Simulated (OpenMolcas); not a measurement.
Cu5+, Ag5+, Au5+: d⁶ down the group

```yaml
Program: OpenMolcas 26.06
Method: SS-CASPT2, IPEA 0.25 Eh, imaginary shift 0.1 Eh
Basis: ANO-R2
Scalar_Hamiltonian: X2C, finite nucleus
Spin-orbit_coupling: state interaction with AMFI integrals over the reference wave functions, term energies averaged over their components
```

Active space for each ion: 6 electrons in 5 orbitals (d); closed shells correlated by CASPT2: Cu5+ 3s 3p; Ag5+ 4s 4p; Au5+ 5s 5p.

Computed levels in cm-1 above ⁵D₄:

| Level | Cu5+ | Ag5+ | Au5+ |
| --- | --- | --- | --- |
| ⁵D₃ | 1133 | 2560 | 9480 |
| ⁵D₁ | 2370 | 4770 | 13320 |
| ⁵D₀ | 2610 | 5190 | 13100 |
| ³H₆ | 31270 | 22570 | 25390 |
| ³H₅ | 31750 | 22850 | 40180 |
| ³P₁(1) | 33040 | 28780 | 49250 |
| ³P₀(1) | 34260 | 29520 | 72390 |
| ³F₂(1) | 34350 | 26350 | 30500 |
| ³G₅ | 38220 | 28820 | 24760 |
| weight of ⁵D in the lowest level (%) | 100 | 97 | 76 |

Mixed levels, with the weight of the term that names them: Ag5+ ³H₅ (73 %), Ag5+ ³P₀(1) (75 %), Ag5+ ³G₅ (73 %), Au5+ ⁵D₀ (69 %), Au5+ ³H₅ (53 %), Au5+ ³P₁(1) (68 %), Au5+ ³P₀(1) (50 %), Au5+ ³F₂(1) (62 %), Au5+ ³G₅ (53 %).

Measured, with the error of the calculation in %. Measured levels: Cu5+ from Sugar and Musgrove, J. Phys. Chem. Ref. Data 19, 527 (1990); Ag5+ from the list in Gamrath, thesis, University of Mons (2023).

```csv
Level,Cu5+,Ag5+
⁵D₃,1196 (-5.2),2692 (-4.9)
⁵D₁,2490 (-4.6),4941 (-3.5)
⁵D₀,2733 (-4.5),5380 (-3.5)
³H₆,30418 (+2.8),21512 (+4.9)
³H₅,31009 (+2.4),21812 (+4.8)
³P₁(1),32685 (+1.1),28232 (+1.9)
³P₀(1),33868 (+1.1),
³F₂(1),33740 (+1.8),25306 (+4.1)
³G₅,37378 (+2.3),27958 (+3.1)
```

The fine-structure level ⁵D₀ changes by a factor of 5.02 from Cu5+ to Au5+.

Without spin-orbit coupling ³H lies 30700, 21290, 19490 cm-1 above ⁵D in that order; the difference to the level ³H₆, of either sign, comes from spin-orbit coupling, which also lowers the zero.

Term energies are means over components that CASPT2 splits; among the terms shown or strongly mixed into the levels shown the widest spread is 140 cm-1 (3d⁶ ³F(1), Cu5+). Measured partners are found by configuration, term and J. A level has none where our copy of the source lacks it or the pairing is in doubt (some pairs that miss far off the trend of their configuration count as doubtful), and it then counts in no deviation. Only configurations of the active space appear.

A number in round brackets counts repeated terms of one configuration in the order of the reference energies.
